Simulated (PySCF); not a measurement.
Molecular orbitals of SiAs

ωB97X at R = 2.186 Å; Si 6-31G(d,p), As 6-31G(d,p); no relativity (PySCF 2.14). State: ²Π (doublet), unpaired electrons π ↑. Only the outer orbitals are listed, counted within each symmetry.

```json
{"spin": "α", "orbital": "10σ", "occ.": "1", "ε (eV)": "-20.22", "on Si (%)": "26", "main shells (%)": "70 As s, 21 Si s"}
{"spin": "α", "orbital": "11σ", "occ.": "1", "ε (eV)": "-14.12", "on Si (%)": "63", "main shells (%)": "62 Si s, 23 As s, 13 As p"}
{"spin": "α", "orbital": "5π", "occ.": "1", "ε (eV)": "-9.50", "on Si (%)": "27", "main shells (%)": "72 As p, 26 Si p"}
{"spin": "α", "orbital": "12σ", "occ.": "1", "ε (eV)": "-9.09", "on Si (%)": "53", "main shells (%)": "44 As p, 39 Si p, 13 Si s"}
{"spin": "α", "orbital": "5π", "occ.": "1", "ε (eV)": "-8.79", "on Si (%)": "31", "main shells (%)": "68 As p, 31 Si p"}
{"spin": "α", "orbital": "6π", "occ.": "0", "ε (eV)": "-0.64", "on Si (%)": "73", "main shells (%)": "73 Si p, 26 As p"}
{"spin": "α", "orbital": "6π", "occ.": "0", "ε (eV)": "-0.25", "on Si (%)": "69", "main shells (%)": "68 Si p, 31 As p"}
{"spin": "α", "orbital": "13σ", "occ.": "0", "ε (eV)": "3.03", "on Si (%)": "80", "main shells (%)": "77 Si p, 38 As p"}
{"spin": "β", "orbital": "10σ", "occ.": "1", "ε (eV)": "-19.29", "on Si (%)": "29", "main shells (%)": "67 As s, 24 Si s"}
{"spin": "β", "orbital": "11σ", "occ.": "1", "ε (eV)": "-13.78", "on Si (%)": "62", "main shells (%)": "60 Si s, 25 As s, 12 As p"}
{"spin": "β", "orbital": "12σ", "occ.": "1", "ε (eV)": "-8.93", "on Si (%)": "52", "main shells (%)": "45 As p, 40 Si p, 11 Si s"}
{"spin": "β", "orbital": "5π", "occ.": "1", "ε (eV)": "-8.51", "on Si (%)": "38", "main shells (%)": "61 As p, 37 Si p"}
{"spin": "β", "orbital": "5π", "occ.": "0", "ε (eV)": "-2.65", "on Si (%)": "42", "main shells (%)": "57 As p, 42 Si p"}
{"spin": "β", "orbital": "6π", "occ.": "0", "ε (eV)": "-0.20", "on Si (%)": "62", "main shells (%)": "62 Si p, 37 As p"}
{"spin": "β", "orbital": "6π", "occ.": "0", "ε (eV)": "0.33", "on Si (%)": "58", "main shells (%)": "58 Si p, 42 As p"}
```

Task: Which are the highest filled and the lowest empty level, where do they sit, and how wide is the gap?

Result: Highest filled β 5π at -8.51 eV (in %: 61 As p, 37 Si p); lowest empty β 5π at -2.65 eV (in %: 57 As p, 42 Si p); the gap at ωB97X is 5.86 eV. Both belong to one degenerate shell, split only by its one-sided filling, so this is no excitation gap.

The bond order (Mayer) is 2.17. The ⟨S²⟩ is 0.756. The charge on Si (Mulliken, basis-dependent) is 0.19, the charge on Si (Löwdin, basis-dependent) is 0.15 and the dipole moment (positive dipole means Si(−)As(+)) is -0.75 D.

Spin–orbit coupling is left out. The state is the lowest determinant that a PBE0 search found; another state may lie lower at other levels.
